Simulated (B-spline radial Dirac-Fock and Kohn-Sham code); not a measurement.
## Relativistic shifts of the levels of Al⁷⁺

System: Al⁷⁺ in the configuration [He] 2s2 2p2.

Both columns are ΔSCF binding energies of the configuration average from an atomic code on a B-spline grid: non-relativistic Hartree-Fock with a point nucleus, and Dirac-Fock with a finite nucleus and the Coulomb interaction alone, averaged over the two j levels with weights 2j+1.

```
shell  Hartree-Fock (eV)  Dirac-Fock (eV)  shift (eV)  shift (%)
   1s             1819.9           1823.7       +3.80      +0.21
   2s              308.3            309.1       +0.80      +0.26
   2p              281.8            281.9       +0.14      +0.05
```

Relativity binds 1s, 2s, 2p more strongly, among those listed most of all 2s in relative terms.

Values without a named source are computed, but for edge energies of neutral atoms, which are taken from tables.
